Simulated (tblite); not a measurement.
A geometry optimisation, step by step.

Species: C3H7BBrN.
SMILES with atom numbers: `[CH3:1][C:2]#[N+:3][B@@H-:4]([CH3:5])[Br:6]` (hydrogens: H7, H8, H9 on C1; H10 on B4; H11, H12, H13 on C5)
Bond orders are those of one Lewis drawing.

Computed with GFN2-xTB (tblite), gas phase: L-BFGS steps from a force-field or distance-geometry start until the largest atomic force falls under 0.01 eV/Å. 8 of its 68 geometries are shown.

Step 0: E = -496.2980 eV, largest atomic force 2.837 eV/Å
```
atom  x, y, z in Å  |  force x, y, z in eV/Å
C1      2.747   -0.148    0.347   -1.141   0.251  -0.067
C2      1.318    0.081    0.045    2.732  -0.420   0.639
N3      0.212    0.248   -0.173   -1.512   0.406  -0.390
B4     -1.238    0.484   -0.483   -0.194  -0.141  -0.084
C5     -2.136   -0.505    0.425   -0.129  -0.384   0.197
Br6    -1.715    2.390   -0.077    0.337   0.063   0.043
H7      3.191    0.799    0.719   -0.311  -0.567  -0.204
H8      3.268   -0.459   -0.573   -0.247   0.116   0.358
H9      2.842   -0.939    1.121   -0.104   0.509  -0.480
H10    -1.442    0.258   -1.624    0.374   0.098  -0.296
H11    -1.958   -0.309    1.494   -0.257  -0.288  -0.308
H12    -1.880   -1.562    0.193   -0.338   0.592   0.325
H13    -3.213   -0.337    0.200    0.790  -0.236   0.265
```

Step 10: E = -496.4724 eV, largest atomic force 0.110 eV/Å
```
atom  x, y, z in Å  |  force x, y, z in eV/Å
C1      2.689   -0.133    0.339   -0.014   0.016  -0.006
C2      1.310    0.092    0.054    0.065  -0.006   0.017
N3      0.202    0.276   -0.193   -0.017  -0.080   0.031
B4     -1.237    0.466   -0.504   -0.004  -0.068   0.045
C5     -2.118   -0.527    0.441    0.028   0.055  -0.066
Br6    -1.599    2.399   -0.067    0.076   0.011   0.012
H7      3.139    0.792    0.710   -0.037  -0.057  -0.025
H8      3.209   -0.447   -0.570   -0.066   0.042   0.078
H9      2.792   -0.912    1.099   -0.039   0.072  -0.059
H10    -1.339    0.283   -1.677   -0.044   0.000   0.041
H11    -1.974   -0.350    1.508    0.057   0.026  -0.088
H12    -1.905   -1.578    0.244    0.014   0.032  -0.002
H13    -3.172   -0.361    0.229   -0.018  -0.044   0.022
```

Step 19: E = -496.4820 eV, largest atomic force 0.068 eV/Å
```
atom  x, y, z in Å  |  force x, y, z in eV/Å
C1      2.677   -0.120    0.342   -0.002  -0.005   0.016
C2      1.299    0.091    0.059    0.033  -0.024  -0.019
N3      0.186    0.231   -0.188    0.014   0.015  -0.065
B4     -1.244    0.460   -0.511    0.016  -0.051   0.006
C5     -2.119   -0.526    0.433   -0.008   0.016  -0.014
Br6    -1.524    2.403   -0.053    0.020   0.003   0.003
H7      3.129    0.801    0.712   -0.033  -0.007  -0.008
H8      3.192   -0.434   -0.568   -0.015   0.018   0.036
H9      2.773   -0.899    1.100    0.032   0.011   0.002
H10    -1.353    0.285   -1.683   -0.028   0.024   0.015
H11    -1.947   -0.335    1.492   -0.017  -0.029  -0.007
H12    -1.895   -1.574    0.237    0.018   0.012   0.018
H13    -3.180   -0.384    0.243   -0.030   0.017   0.017
```

Step 29: E = -496.4888 eV, largest atomic force 0.088 eV/Å
```
atom  x, y, z in Å  |  force x, y, z in eV/Å
C1      2.670   -0.113    0.355   -0.019   0.000  -0.006
C2      1.292    0.051    0.041    0.002  -0.010  -0.038
N3      0.190    0.178   -0.258   -0.033   0.007   0.024
B4     -1.247    0.455   -0.523    0.019  -0.084  -0.016
C5     -2.119   -0.524    0.433   -0.011  -0.001   0.017
Br6    -1.422    2.401   -0.029   -0.010   0.019   0.035
H7      3.074    0.832    0.721   -0.009  -0.009  -0.020
H8      3.205   -0.414   -0.547    0.041   0.017   0.030
H9      2.793   -0.877    1.122   -0.016   0.005  -0.003
H10    -1.421    0.310   -1.689    0.006   0.001  -0.019
H11    -1.940   -0.337    1.491    0.019   0.003   0.019
H12    -1.896   -1.573    0.239    0.015   0.012  -0.005
H13    -3.183   -0.387    0.258   -0.007   0.041  -0.018
```

Step 38: E = -496.4919 eV, largest atomic force 0.035 eV/Å
```
atom  x, y, z in Å  |  force x, y, z in eV/Å
C1      2.665   -0.109    0.353    0.004   0.005  -0.004
C2      1.292    0.023    0.006    0.001   0.011  -0.003
N3      0.188    0.148   -0.283    0.009  -0.004  -0.018
B4     -1.247    0.443   -0.531    0.017  -0.028   0.000
C5     -2.119   -0.523    0.436   -0.010  -0.005   0.012
Br6    -1.380    2.387    0.001   -0.008   0.014   0.003
H7      3.033    0.851    0.720    0.002   0.002   0.014
H8      3.242   -0.400   -0.524    0.005  -0.010  -0.005
H9      2.782   -0.863    1.132   -0.002   0.004   0.001
H10    -1.444    0.317   -1.695    0.010   0.006   0.002
H11    -1.929   -0.337    1.492    0.010   0.018   0.009
H12    -1.906   -1.574    0.244   -0.028   0.000  -0.021
H13    -3.181   -0.365    0.263   -0.011  -0.014   0.010
```

Step 48: E = -496.4925 eV, largest atomic force 0.017 eV/Å
```
atom  x, y, z in Å  |  force x, y, z in eV/Å
C1      2.668   -0.105    0.353    0.001   0.000  -0.002
C2      1.297    0.026   -0.004   -0.007  -0.001   0.015
N3      0.190    0.142   -0.291    0.006   0.001  -0.001
B4     -1.246    0.436   -0.533    0.010  -0.003  -0.001
C5     -2.122   -0.524    0.436    0.000   0.001   0.003
Br6    -1.378    2.382    0.006    0.000  -0.006  -0.001
H7      3.033    0.854    0.725   -0.006   0.006  -0.001
H8      3.253   -0.399   -0.518    0.000   0.000  -0.009
H9      2.777   -0.858    1.133   -0.007  -0.001   0.002
H10    -1.444    0.319   -1.698   -0.002  -0.010   0.001
H11    -1.920   -0.338    1.490    0.003  -0.006   0.004
H12    -1.927   -1.578    0.241    0.001   0.007  -0.013
H13    -3.185   -0.356    0.274    0.002   0.011   0.004
```

Step 57: E = -496.4932 eV, largest atomic force 0.019 eV/Å
```
atom  x, y, z in Å  |  force x, y, z in eV/Å
C1      2.668   -0.098    0.358    0.004  -0.003  -0.008
C2      1.298    0.029   -0.003    0.007  -0.012   0.011
N3      0.193    0.134   -0.299   -0.002   0.003   0.008
B4     -1.244    0.428   -0.537   -0.003   0.000  -0.002
C5     -2.122   -0.525    0.436   -0.005   0.003  -0.004
Br6    -1.370    2.373    0.002   -0.003   0.015  -0.009
H7      3.033    0.861    0.730   -0.017  -0.008   0.000
H8      3.253   -0.391   -0.514    0.009  -0.002   0.003
H9      2.776   -0.853    1.137    0.004   0.012  -0.004
H10    -1.449    0.305   -1.700    0.005   0.007  -0.001
H11    -1.895   -0.363    1.490    0.009  -0.011  -0.003
H12    -1.963   -1.580    0.217    0.001   0.001   0.003
H13    -3.182   -0.321    0.298   -0.011  -0.004   0.008
```

Step 67: E = -496.4938 eV, largest atomic force 0.004 eV/Å
```
atom  x, y, z in Å  |  force x, y, z in eV/Å
C1      2.668   -0.095    0.360   -0.001   0.000   0.000
C2      1.297    0.020   -0.002    0.002  -0.001   0.002
N3      0.192    0.127   -0.297    0.001  -0.004  -0.001
B4     -1.244    0.424   -0.540    0.002   0.001  -0.001
C5     -2.124   -0.525    0.436    0.001   0.001   0.000
Br6    -1.363    2.374   -0.013   -0.003   0.001   0.000
H7      3.019    0.870    0.731   -0.002  -0.003  -0.001
H8      3.259   -0.383   -0.509   -0.002   0.001   0.002
H9      2.783   -0.845    1.143    0.000   0.002  -0.002
H10    -1.446    0.298   -1.703    0.001   0.002  -0.001
H11    -1.865   -0.393    1.486    0.002   0.000   0.003
H12    -1.998   -1.578    0.190    0.002  -0.002   0.001
H13    -3.182   -0.292    0.332   -0.003   0.002  -0.001
```

Task: Summarise the path.

Result: The energy falls by 4.51 kcal/mol from step 0 to step 67; nine tenths of that is first reached at step 12. It rises by more than 0.2 meV at step 1. The largest force goes from 2.837 to 0.004 eV/Å. Among the bonds C1–C2 changes most, from 1.479 to 1.423 Å; the atoms move by 0.151 Å rms after alignment.

Task: Follow the three bonds and two angles with the largest change from start to end.

Result: 
| step | E above end (kcal/mol) | largest force (eV/Å) | C1–C2 (Å) | C5–H13 (Å) | C5–H12 (Å) | N3–B4–Br6 (°) | C2–N3–B4 (°) |
| --- | --- | --- | --- | --- | --- | --- | --- |
| 0 | 4.51 | 2.837 | 1.479 | 1.114 | 1.112 | 109.7 | 178.9 |
| 3 | 2.01 | 0.442 | 1.435 | 1.091 | 1.087 | 108.6 | 179.5 |
| 6 | 0.96 | 0.281 | 1.423 | 1.086 | 1.086 | 106.2 | 178.1 |
| 9 | 0.55 | 0.142 | 1.427 | 1.088 | 1.089 | 104.8 | 177.9 |
| 12 | 0.42 | 0.129 | 1.423 | 1.089 | 1.090 | 104.1 | 178.7 |
| 15 | 0.33 | 0.092 | 1.421 | 1.088 | 1.089 | 103.9 | 179.6 |
| 17 | 0.30 | 0.094 | 1.422 | 1.088 | 1.089 | 103.9 | 178.7 |
| 20 | 0.26 | 0.073 | 1.423 | 1.087 | 1.090 | 103.3 | 177.9 |
| 23 | 0.21 | 0.086 | 1.423 | 1.089 | 1.089 | 102.7 | 177.0 |
| 26 | 0.17 | 0.074 | 1.424 | 1.088 | 1.089 | 102.8 | 175.6 |
| 29 | 0.11 | 0.088 | 1.423 | 1.088 | 1.090 | 102.7 | 173.7 |
| 32 | 0.08 | 0.051 | 1.422 | 1.088 | 1.090 | 102.3 | 173.5 |
| 35 | 0.06 | 0.052 | 1.423 | 1.088 | 1.089 | 102.3 | 173.5 |
| 38 | 0.04 | 0.035 | 1.422 | 1.088 | 1.089 | 102.2 | 172.9 |
| 41 | 0.04 | 0.024 | 1.422 | 1.088 | 1.089 | 102.2 | 172.6 |
| 44 | 0.03 | 0.017 | 1.423 | 1.088 | 1.089 | 102.2 | 172.7 |
| 47 | 0.03 | 0.022 | 1.423 | 1.088 | 1.089 | 102.2 | 172.6 |
| 50 | 0.03 | 0.023 | 1.423 | 1.088 | 1.089 | 102.0 | 172.4 |
| 52 | 0.02 | 0.023 | 1.423 | 1.088 | 1.089 | 102.0 | 172.2 |
| 55 | 0.02 | 0.031 | 1.423 | 1.088 | 1.089 | 102.0 | 172.0 |
| 58 | 0.01 | 0.019 | 1.422 | 1.088 | 1.089 | 102.0 | 171.7 |
| 61 | 0.01 | 0.030 | 1.422 | 1.088 | 1.089 | 102.0 | 171.7 |
| 64 | 0.00 | 0.018 | 1.423 | 1.088 | 1.089 | 102.0 | 171.9 |
| 67 | 0.00 | 0.004 | 1.423 | 1.088 | 1.089 | 102.0 | 171.9 |

What follows is the cost of the whole relaxation. The run took 0.54 s wall on one thread of an Arm Neoverse N1, shared host with 64 logical CPUs at a one-minute load of 54.
